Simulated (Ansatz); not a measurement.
Energy difference R1 → P1 + P2, each structure at its B3LYP-D3(BJ)/def2-TZVP stationary point, reached from a drawn start (curvature not checked).
R1, F3Si (SMILES F[Si](F)F) (charge 0, multiplicity 2):
```
atom    x (Å)    y (Å)    z (Å)
----  -------  -------  -------
Si    -0.0001   0.0000  -0.4265
F      1.4831   0.0000   0.1418
F     -0.7415   1.2844   0.1423
F     -0.7415  -1.2844   0.1423
```
P1, F2Si (SMILES F[Si]F) (charge 0, multiplicity 1):
```xyz
3

Si     0.0000     0.0000    -0.6842
F      1.2391     0.0000     0.3421
F     -1.2391     0.0000     0.3421
```
P2: F atom, charge 0, multiplicity 2.

P less R. No zero-point or thermal terms; singlets are restricted closed shells; open shells are unrestricted; no spin–orbit coupling.

Cores are frozen in the correlated methods.

Run with Ansatz (Gaussian basis) for Hartree–Fock, density functionals and correlated methods. All values are computed, each at the level named.

Question: What reaction energy does HF/cc-pV(D+d)Z give?

Answer: 75.7 kcal/mol

Question: Give the reaction energy at the level CCSD(T)/cc-pV(Q+d)Z.

Answer: 107.7 kcal/mol

Question: What reaction energy does r2SCAN/def2-TZVPP give?

Answer: 113.9 kcal/mol

Ansatz is a quantum-chemistry and plane-wave program.
